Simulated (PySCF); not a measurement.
A calculated (PBE0, PySCF 2.14, x2c-TZVPPall, the spin-free X2C one-electron Hamiltonian (Gaussian nucleus)) atom or ion has these occupied shells.

```json
{"shell": "1s α", "electrons": "1", "orbital energy (eV)": "-65235.1", "rms radius, mean of both spins (bohr)": "0.0215"}
{"shell": "1s β", "electrons": "1", "orbital energy (eV)": "-65235.1", "rms radius, mean of both spins (bohr)": "0.0215"}
{"shell": "2s α", "electrons": "1", "orbital energy (eV)": "-11197.6", "rms radius, mean of both spins (bohr)": "0.0869"}
{"shell": "2s β", "electrons": "1", "orbital energy (eV)": "-11197.5", "rms radius, mean of both spins (bohr)": "0.0869"}
{"shell": "2p α", "electrons": "3", "orbital energy (eV)": "-9862.2", "rms radius, mean of both spins (bohr)": "0.0788"}
{"shell": "2p β", "electrons": "3", "orbital energy (eV)": "-9862.1", "rms radius, mean of both spins (bohr)": "0.0788"}
{"shell": "3s α", "electrons": "1", "orbital energy (eV)": "-2573.2", "rms radius, mean of both spins (bohr)": "0.223"}
{"shell": "3s β", "electrons": "1", "orbital energy (eV)": "-2573.2", "rms radius, mean of both spins (bohr)": "0.223"}
{"shell": "3p α", "electrons": "3", "orbital energy (eV)": "-2170.4", "rms radius, mean of both spins (bohr)": "0.224"}
{"shell": "3p β", "electrons": "3", "orbital energy (eV)": "-2170.4", "rms radius, mean of both spins (bohr)": "0.224"}
{"shell": "3d α", "electrons": "5", "orbital energy (eV)": "-1679.1", "rms radius, mean of both spins (bohr)": "0.205"}
{"shell": "3d β", "electrons": "5", "orbital energy (eV)": "-1679.0", "rms radius, mean of both spins (bohr)": "0.205"}
{"shell": "4s α", "electrons": "1", "orbital energy (eV)": "-531.92", "rms radius, mean of both spins (bohr)": "0.498"}
{"shell": "4s β", "electrons": "1", "orbital energy (eV)": "-531.83", "rms radius, mean of both spins (bohr)": "0.498"}
{"shell": "4p α", "electrons": "3", "orbital energy (eV)": "-398.45", "rms radius, mean of both spins (bohr)": "0.530"}
{"shell": "4p β", "electrons": "3", "orbital energy (eV)": "-398.38", "rms radius, mean of both spins (bohr)": "0.530"}
{"shell": "4d α", "electrons": "5", "orbital energy (eV)": "-221.73", "rms radius, mean of both spins (bohr)": "0.577"}
{"shell": "4d β", "electrons": "5", "orbital energy (eV)": "-221.64", "rms radius, mean of both spins (bohr)": "0.577"}
{"shell": "5s α", "electrons": "1", "orbital energy (eV)": "-77.778", "rms radius, mean of both spins (bohr)": "1.21"}
{"shell": "5s β", "electrons": "1", "orbital energy (eV)": "-76.816", "rms radius, mean of both spins (bohr)": "1.21"}
{"shell": "5p α", "electrons": "3", "orbital energy (eV)": "-45.520", "rms radius, mean of both spins (bohr)": "1.43"}
{"shell": "5p β", "electrons": "3", "orbital energy (eV)": "-44.126", "rms radius, mean of both spins (bohr)": "1.43"}
{"shell": "4f α", "electrons": "7", "orbital energy (eV)": "-27.802", "rms radius, mean of both spins (bohr)": "0.763"}
{"shell": "4f β", "electrons": "7", "orbital energy (eV)": "-27.606", "rms radius, mean of both spins (bohr)": "0.763"}
{"shell": "6s α", "electrons": "1", "orbital energy (eV)": "-12.169", "rms radius, mean of both spins (bohr)": "3.40"}
{"shell": "5d α", "electrons": "2", "orbital energy (eV)": "-11.364", "rms radius, mean of both spins (bohr)": "2.47"}
```

Name the element and its charge.

Hf⁺ (hafnium, charge +1), in [Xe] 4f14 5d2 6s1, high-spin 4F determinant (an excited configuration).
